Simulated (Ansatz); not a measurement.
`OCB(F)O[SiH3]` + H₂ → `CB(F)O[SiH3]` + H₂O  (hydrogenolysis of a C–O bond)

Program: Ansatz. Geometries: PBE0-D4/def2-TZVP. ΔE: electronic, gas phase. CCSD(T)/CBS is the MP2 limit (def2-TZVPP, def2-QZVPP) plus CCSD(T) − MP2 in def2-TZVPP, frozen cores. This one scheme is used for every species. Functionals use def2-TZVPP. B3LYP here is the variant with VWN-RPA as its local correlation; programs differ in this. One conformer a species, not always the lowest.

| level | ΔE (kJ/mol) | difference from CCSD(T)/CBS |
| --- | --- | --- |
| PBE-D4 | -115.6 | 9.8 |
| r2SCAN-D4 | -118.4 | 7.0 |
| PBE0-D4 | -120.5 | 4.9 |
| B3LYP-D4 | -115.9 | 9.5 |
| ωB97X-V | -115.5 | 9.9 |
| ωB97M-V | -117.8 | 7.6 |
| B2PLYP | -123.5 | 1.9 |
| PBE | -120.4 | 5.0 |
| r2SCAN | -119.7 | 5.7 |
| PBE0 | -124.6 | 0.8 |
| B3LYP | -123.6 | 1.8 |
| HF/def2-TZVPP | -130.2 | -4.8 |
| MP2/def2-TZVPP | -125.1 | 0.3 |
| SCS-MP2/def2-TZVPP | -122.8 | 2.6 |
| CCSD/def2-TZVPP | -125.0 | 0.4 |
| CCSD(T)/def2-TZVPP | -122.1 | 3.3 |
| HF/def2-QZVPP | -131.0 | -5.6 |
| MP2/def2-QZVPP | -127.3 | -1.9 |
| SCS-MP2/def2-QZVPP | -125.2 | 0.2 |
| HF/CBS(def2) | -131.1 | -5.7 |
| MP2/CBS(def2) | -128.4 | -3.0 |
| CCSD/CBS(def2) | -128.4 | -3.0 |
| CCSD(T)/CBS | -125.4 | 0 |

Largest T1 diagnostic among the species: 0.012.

In def2-TZVPP, CCSD(T) changes the Hartree–Fock value by +8.1 kJ/mol (the triples alone add +3.0 kJ/mol) and MP2 by +5.0 kJ/mol. The D4 term adds +7.6 kJ/mol with B3LYP and +4.1 kJ/mol with PBE0; it sums over pairs of atoms, weighted by their polarisabilities, and B3LYP, whose exchange is more repulsive, gets the larger term. From PBE to PBE0 (25 % exact exchange), in def2-TZVPP and without D4, ΔE moves by −4.2 kJ/mol.
